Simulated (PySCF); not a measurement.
## Al²⁺: ionisation energy

Al²⁺ [Ne] 3s1 (2S) → Al³⁺ [Ne] (1S), as a difference of total energies. All numbers are calculated (PySCF 2.14, the non-relativistic Hamiltonian (point nucleus), in aug-cc-pV(Q+d)Z with one added diffuse shell each of s, p, d, f, g type (8s7p6d4f3g, 114 functions)). The calculations carry no spin-orbit coupling.

| method | ionisation energy (eV) | error (eV) |
| --- | --- | --- |
| UHF | 28.043 | -0.405 |
| LDA | 28.831 | +0.383 |
| PBE | 28.835 | +0.387 |
| PBE0 | 28.694 | +0.246 |
| r2SCAN | 28.378 | -0.070 |
| M06 | 28.038 | -0.410 |
| r2SCAN0 | 28.408 | -0.040 |
| M06-2X | 28.650 | +0.202 |

Reference: 28.448 eV (measured; NIST Atomic Spectra Database, ionization energies).
